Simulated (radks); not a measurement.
The nuclear charge of neutral boron is varied continuously with 5 electrons held in [He] 2s2 2p1. Calculated with a radial shooting solver on a logarithmic mesh with Libxc functionals: scalar-relativistic Kohn-Sham, r2SCAN, spin-polarised, spherical densities, finite nucleus; open shells are filled with parallel spins first; meta-GGA in the generalised Kohn-Sham scheme; Fermi nuclear charge, rms radius 2.406 fm. By the Hellmann-Feynman theorem dE/dZ = E(electron-nucleus)/Z, the electronic potential at the nucleus (averaged over a nucleus of fixed radius). The scalar-relativistic energy here is not variational (the density holds large components alone), so the two differ by a part that grows with Z.

Z     E (hartree)  E(electron-nucleus)/Z (hartree)  HOMO  e(HOMO) (eV)  <r> HOMO (bohr)
4.75    -21.86996                         -10.6894    2p        -1.761            2.615
5       -24.62923                         -11.3840    2p        -4.029            2.242
5.25    -27.56191                         -12.0768    2p        -6.779            1.979
5.5     -30.66771                         -12.7688    2p        -9.992            1.779
5.75    -33.94643                         -13.4602    2p       -13.655            1.619
6       -37.39797                         -14.1513    2p       -17.764            1.488

The central difference of E at Z = 5 is -11.384 hartree, to compare with the third column; the second derivative is -2.77 hartree.
